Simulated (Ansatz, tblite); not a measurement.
Removing an electron: B6As5H18⁻, a cluster cut from wurtzite BAs (hydrogen-capped). Total charge -1; singlet. Geometry: PBE-D4/def2-SVP. Ansatz, gas phase; energy differences of separate SCF runs; the oxidised species was run as a doublet alone.

```xyz
29

B     1.190    0.552   -2.200
As    0.875   -1.248   -1.223
As    2.164    0.770    1.123
B     1.575   -1.172    0.751
B    -1.082   -1.924   -1.299
As   -0.017   -1.610    1.987
As    0.037    1.905   -1.124
B     0.917    2.356    0.710
B    -1.977    1.429   -1.054
As   -2.145   -0.474   -0.258
B    -1.813   -0.621    1.793
H     2.381    0.862   -2.137
H     0.752    0.440   -3.341
H     1.778   -2.308   -1.861
H     3.516    0.911    0.433
H     2.673    0.828    2.569
H     2.501   -1.938    0.976
H    -1.427   -1.936   -2.477
H    -1.173   -3.012   -0.728
H    -0.183   -3.122    1.897
H     0.493   -1.553    3.433
H     0.124    3.217   -1.905
H     1.621    3.359    0.651
H     0.089    2.371    1.612
H    -2.376    1.373   -2.216
H    -2.573    2.235   -0.343
H    -3.616   -0.861   -0.421
H    -1.642    0.480    2.299
H    -2.662   -1.309    2.352
```

The xTB rows come from tblite. B3LYP takes the VWN-RPA correlation. Single mean-field runs in def2-TZVP are fitted with def2-universal-jkfit. HOMO above LUMO, or a gap near zero within one spin, warns that the state may not be the lowest or that an electron is smeared out.

```
             level  −HOMO (eV)  vertical IE (eV)  −LUMO (eV)  HOMO–LUMO gap (eV)                                  remarks
          GFN1-xTB        7.12              9.09        2.04                5.08                                        –
          GFN2-xTB        6.06              8.01        1.18                4.88                                        –
  PBE-D4/def2-TZVP        2.53              4.60       -1.73                4.26  gap within one spin near zero (doublet)
B3LYP-D4/def2-TZVP        3.41              5.02       -2.27                5.68                                        –
 PBE0-D4/def2-TZVP        3.57              4.99       -2.49                6.06                                        –
```

Relaxing the oxidised species (PBE-D4/def2-SVP) changes its energy by -0.38 eV at PBE-D4/def2-TZVP, so the adiabatic ionisation energy to this nearest minimum is 4.23 eV. At PBE0-D4/def2-TZVP it is 4.42 eV.    Raw xTB energy differences between charge states are shifted by several eV; the methods need an empirical correction for them.
